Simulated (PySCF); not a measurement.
Working out the ionisation energy of P⁺

P⁺ [Ne] 3s2 3p2 (3P) → P²⁺ [Ne] 3s2 3p1 (2P). Calculation: PySCF 2.14, in aug-cc-pCVTZ-DK; scalar relativity by spin-free X2C-1e. Frozen: [Ne]. Energies in hartree (1 hartree = 27.21139 eV):

```
            part   P⁺ (lower)  P²⁺ (upper)
             UHF  -341.167976  -340.464188
CCSD correlation    -0.083482    -0.065378
             (T)    -0.002375    -0.001059
```

What does Hartree-Fock give?

(-340.464188) − (-341.167976) = 0.703788 hartree = 19.151 eV.

What do CCSD and CCSD(T) give?

The CCSD correlation energies differ by 0.018104 hartree = 0.493 eV and the triples by 0.001316 hartree = 0.036 eV, so CCSD gives 19.644 eV and CCSD(T) 19.680 eV.

A first-order spin-orbit estimate adds -0.007 eV to CCSD(T) (valence), giving 19.673 eV against 19.769 eV (semi-empirical (NIST evaluation); NIST Atomic Spectra Database, ionization energies).

What remains against the reference includes basis incompleteness, the frozen core and higher excitations.
